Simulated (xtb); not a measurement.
C2H9NSi3, SMILES [SiH3]C#C[SiH2]N[SiH3]. All values are semi-empirical tight-binding results from xtb (GFN2-xTB unless named), good for trends rather than for accurate numbers. The structure is a stationary point at GFN2-xTB. This is a generated structure with no PubChem entry under its InChIKey; it may be hypothetical. Other conformers were not sampled.

Optimised geometry:

```xyz
15

Si     3.7451    -0.8459     0.7767
C      2.1187    -0.2452     0.1362
C      1.0515     0.1401    -0.2868
Si    -0.5829     0.7330    -0.9253
N     -1.7589     0.0876     0.1757
Si    -3.4841     0.1381     0.0672
H      3.5550    -2.1831     1.3469
H      4.6935    -0.8923    -0.3397
H      4.2097     0.0868     1.8081
H     -0.8541     0.1876    -2.2578
H     -0.5877     2.2042    -0.9398
H     -1.3944    -0.1631     1.0806
H     -3.9775    -0.7801     1.0934
H     -3.8463    -0.2886    -1.2833
H     -4.0010     1.4925     0.3043
```
Charge 0, spin multiplicity 1.

```
Quantity                                       Result
--------------------------------------  -------------
orbital gap                                   3.99 eV
dipole moment                                  0.50 D
zero-point energy                       55.5 kcal/mol
G − E(el) at 298.15 K (modified RRHO)   31.6 kcal/mol
static polarisability (D4 model)          116.6 bohr³
solvation energy, GFN2-xTB/ALPB(water)   0.8 kcal/mol
solvation energy, GFN2-xTB/ALPB(dmso)   -5.6 kcal/mol
```

Q: Give the atomic charges and the Wiberg bond orders between heavy atoms. (An estimate is asked for; the answer gives what the named calculation found.)

A: charges (e) Si1 0.45, C2 -0.13, C3 -0.13, Si4 0.50, N5 -0.45, Si6 0.48, H7 -0.11, H8 -0.11, H9 -0.11, H10 -0.10, H11 -0.10, H12 0.14, H13 -0.11, H14 -0.11, H15 -0.11. Bond orders Si1–C2 0.94, C2–C3 2.85, C3–Si4 0.91, Si4–N5 1.04, N5–Si6 1.08.
